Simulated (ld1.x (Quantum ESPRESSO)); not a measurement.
# An all-electron radial function and its pseudo partner (beryllium (Be))

Columns: radius, all-electron u(r) and pseudo u(r) of the 2p shell (level -2.10 eV) of beryllium in the configuration [He] 2s2 2p0; LDA (PZ), scalar-relativistic, TM scheme, ld1.x (Quantum ESPRESSO) 7.5.

```
r (bohr)  all-electron  pseudo
   0.210        0.0463  0.0150
   0.420        0.1329  0.0584
   0.630        0.2230  0.1251
   0.840        0.3037  0.2074
   1.050        0.3717  0.2958
   1.260        0.4265  0.3808
   1.470        0.4685  0.4541
   1.680        0.4985  0.5102
   1.890        0.5179  0.5467
   2.100        0.5281  0.5643
   2.310        0.5306  0.5662
   2.520        0.5268  0.5564
   2.730        0.5179  0.5394
   2.940        0.5051  0.5185
   3.150        0.4891  0.4962
   3.360        0.4709  0.4739
   3.570        0.4511  0.4520
   3.780        0.4302  0.4303
   3.990        0.4086  0.4086
   4.200        0.3868  0.3868
   4.410        0.3650  0.3650
   4.620        0.3435  0.3435
   4.830        0.3224  0.3224
   5.040        0.3020  0.3020
   5.250        0.2823  0.2823
   5.460        0.2634  0.2634
```

**Question.** How many radial nodes do the two functions have?

**Answer.** The all-electron 2p function has n − l − 1 = 0; the pseudo-wave has 0.

**Question.** At about which radius was the pseudo-wave matched?

**Answer.** 4.20 bohr. The columns agree to 0.0005 from 3.78 bohr on; several derivatives are matched, so the curves merge somewhat inside the radius.

**Question.** Where does each function peak?

**Answer.** Outermost all-electron maximum near 2.31 bohr, pseudo maximum near 2.31 bohr (to the table’s step).

**Question.** Is the pseudo-wave norm-conserving?

**Answer.** Yes: the TM scheme keeps the norm inside the radius equal to the all-electron one, which fixes the energy derivative of the logarithmic derivative at the level.
